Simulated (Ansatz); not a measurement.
```yaml
crystal:
  periodic: [false, false, false]
  atoms:
    - {symbol: O, position_ang: [1.121428, 1.741610, 0.461731]}
    - {symbol: C, position_ang: [1.414713, 1.064733, -0.334780]}
    - {symbol: B, position_ang: [0.463291, -0.161940, -0.310995]}
    - {symbol: F, position_ang: [0.821260, -0.906598, -1.697712]}
    - {symbol: Si, position_ang: [-1.093374, -0.733844, 0.510698]}
    - {symbol: H, position_ang: [2.305436, 1.396638, -0.792121]}
    - {symbol: H, position_ang: [-2.029380, -1.945339, -0.222522]}
    - {symbol: H, position_ang: [-2.028384, 0.310144, 0.933595]}
    - {symbol: H, position_ang: [-0.796514, -0.959888, 1.783475]}
basis:
  gaussian: {orbitals: aug-cc-pVDZ}
hamiltonian: {xc: {name: B97M-V}}
outputs: {forces: true}
output: {forces: true}
```

```sh
$ ansatz run in.yaml --threads 2 --pin off --events-out ev --progress --plain --max-ram 4352MiB
```

Problem. How does Ansatz answer? (Best estimate.)

Solution. Ansatz gave: The input was rejected before any iteration.
```
Error: YAML parse error: error: line 16 column 1: unknown field `outputs`, expected one of crystal, accuracy, basis, kpoints, hamiltonian, magnetization, projection, total_charge, correlation, batch, efield, external_charges, scf, relax, neb, saddle, md, ramp, phonons, dielectric, real_time, elastic, magnetic_configurations, gw, evaluate, workflow, output, checkpoint, execution
14 |   gaussian: {orbitals: aug-cc-pVDZ}
15 | hamiltonian: {xc: {name: B97M-V}}
16 | outputs: {forces: true}
17 | output: {forces: true}
```
